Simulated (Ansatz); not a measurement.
Two members of one family (Series cyclo-(SiX2)n), computed with Ansatz in the gas phase. The two geometries come from different levels. Binding counts from free atoms in the multiplicity of their measured ground term, without zero-point energy. A dash marks a value that wasn't run or was left out as unsound. The structures are stationary points that may keep the symmetry of their start. Remarks come from the PBE and PBE0 runs and from stability tests at other levels; not every state was tested. HOMO above LUMO (over both spins in singlets and doublets, within one spin in higher multiplets; at PBE or PBE0), or a gap under 0.15 eV within one spin, warns that the state may not be the lowest or that an electron is smeared out.

First: cyclo-(SiH2)3 (singlet, charge 0, PBE-D4/def2-TZVP geometry).

| atom | x (Å) | y (Å) | z (Å) |
| --- | --- | --- | --- |
| Si1 | -0.511 | -0.900 | -0.870 |
| H2 | 0.185 | -1.320 | -2.123 |
| H3 | -1.826 | -1.578 | -0.679 |
| Si4 | -0.276 | 1.314 | -0.148 |
| H5 | -1.451 | 1.985 | 0.485 |
| H6 | 0.558 | 2.248 | -0.960 |
| Si7 | 0.786 | -0.415 | 1.018 |
| H8 | 0.265 | -0.797 | 2.364 |
| H9 | 2.270 | -0.538 | 0.913 |

```json
{"level": "PBE-D4/def2-TZVP", "HOMO (eV)": "-5.97", "LUMO (eV)": "-2.02", "gap (eV)": "3.95", "vertical IE (eV)": "8.72", "vertical triplet (eV)": "3.68", "binding per atom (eV)": "2.86"}
{"level": "r2SCAN-D4/def2-TZVP", "HOMO (eV)": "-6.18", "LUMO (eV)": "-1.87", "gap (eV)": "4.30", "vertical IE (eV)": "8.73", "vertical triplet (eV)": "3.63", "binding per atom (eV)": "2.90"}
{"level": "B3LYP-D4/6-31G", "HOMO (eV)": "-6.81", "LUMO (eV)": "-0.14", "gap (eV)": "6.67", "vertical IE (eV)": "–", "vertical triplet (eV)": "–", "binding per atom (eV)": "2.63"}
{"level": "PBE0-D4/def2-TZVP", "HOMO (eV)": "-6.94", "LUMO (eV)": "-1.18", "gap (eV)": "5.75", "vertical IE (eV)": "8.80", "vertical triplet (eV)": "3.79", "binding per atom (eV)": "2.86"}
{"level": "HSE06-D4/def2-TZVP", "HOMO (eV)": "-6.55", "LUMO (eV)": "-1.56", "gap (eV)": "4.99", "vertical IE (eV)": "–", "vertical triplet (eV)": "–", "binding per atom (eV)": "2.86"}
```

Remarks: gap within one spin near zero at PBE or PBE0 (+1 doublet), gap within one spin near zero at PBE or PBE0 (triplet).

Second: cyclo-(SiH2)4 (singlet, charge 0, PBE-D4/def2-SVP geometry).

Cartesian coordinates in Å:
```
Si 1.0691 0.3641 1.2509
H 1.7474 1.6937 1.4626
H 1.5082 -0.5787 2.3423
Si 1.2910 -0.5094 -0.9565
H 2.0941 0.3574 -1.8919
H 1.8366 -1.9141 -1.0158
Si -1.0687 -0.3590 -1.2525
H -1.4990 0.5953 -2.3373
H -1.7544 -1.6821 -1.4779
Si -1.2916 0.5036 0.9581
H -2.0864 -0.3747 1.8904
H -1.8463 1.9038 1.0278
```

Estimate the same table for the second.


| level | HOMO (eV) | LUMO (eV) | gap (eV) | vertical IE (eV) | vertical triplet (eV) | binding per atom (eV) |
| --- | --- | --- | --- | --- | --- | --- |
| PBE-D4/def2-TZVP | -6.58 | -2.29 | 4.29 | 9.09 | – | 2.98 |
| r2SCAN-D4/def2-TZVP | -6.80 | -2.16 | 4.64 | 9.16 | 4.19 | 3.01 |
| B3LYP-D4/6-31G | -7.43 | -0.59 | 6.84 | – | – | 2.76 |
| PBE0-D4/def2-TZVP | -7.55 | -1.52 | 6.03 | 9.26 | 4.37 | 2.98 |
| HSE06-D4/def2-TZVP | -7.16 | -1.89 | 5.27 | – | – | 2.98 |

Remarks: gap within one spin near zero at PBE or PBE0 (+1 doublet), gap within one spin near zero at PBE or PBE0 (triplet), HOMO above LUMO (triplet).
